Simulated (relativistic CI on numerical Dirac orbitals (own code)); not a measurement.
## Os³⁺: 5d valence photoemission

Computed with this model: Dirac-Coulomb-Breit CI, orbitals from a KLI potential per configuration, QED by a radiative potential, valence Slater integrals scaled by 0.8, multiplet model of photoemission in the sudden approximation; configurations [Xe] 4f14 5d5 → [Xe] 4f14 5d4; 300 K; Lorentzian 0.3 eV and Gaussian 0.5 eV FWHM. Energies are those of the free ion, without screening or charge transfer. The energies are binding energies and can lie tens of eV above those of solids. S is read from ⟨S²⟩ = S(S + 1).

Field parameters in Wybourne normalisation: D3d B²₀ = −7Dσ, B⁴₀ = −14Dq − 21Dτ, B⁴₃ = −14√(10/7) Dq; Oh B⁴₀ = 21Dq, B⁴₄ = √(5/14) B⁴₀; Td as Oh with Dq negative (B⁴₀ = 21Dq, B⁴₄ = √(5/14) B⁴₀). The field is a parameter set, without covalency.

free ion: ground-state S = 2.40, centroid 41.50 eV. Peaks (eV, height): 41.7 (100).

Td, 10Dq = -12800 cm⁻¹: ground-state S = 2.20, centroid 41.40 eV. Peaks (eV, height): 41.1 (100), 42.5 (65).

D3d, 10Dq = 25150, Dσ = -440, Dτ = -160 cm⁻¹: ground-state S = 0.70, centroid 41.29 eV. Peaks (eV, height): 41.1 (100), 42.3 (34).

Oh, 10Dq = 33100 cm⁻¹: ground-state S = 0.59, centroid 41.67 eV. Peaks (eV, height): 41.4 (100), 42.8 (31).

Oh, 10Dq = 11800 cm⁻¹: ground-state S = 2.14, centroid 41.36 eV. Peaks (eV, height): 40.6 (98), 42.1 (100).

Strongest unbroadened transitions for Td, 10Dq = -12800 cm⁻¹:

```csv
Energy (eV),Relative strength
39.70,49.1
40.45,100.0
40.75,12.7
40.77,84.8
41.02,19.1
41.05,23.1
41.13,77.3
41.27,74.6
41.44,20.4
41.63,13.0
41.74,13.4
42.12,15.9
42.48,29.0
42.50,28.4
42.53,21.5
42.63,19.3
42.66,24.6
42.77,22.8
```
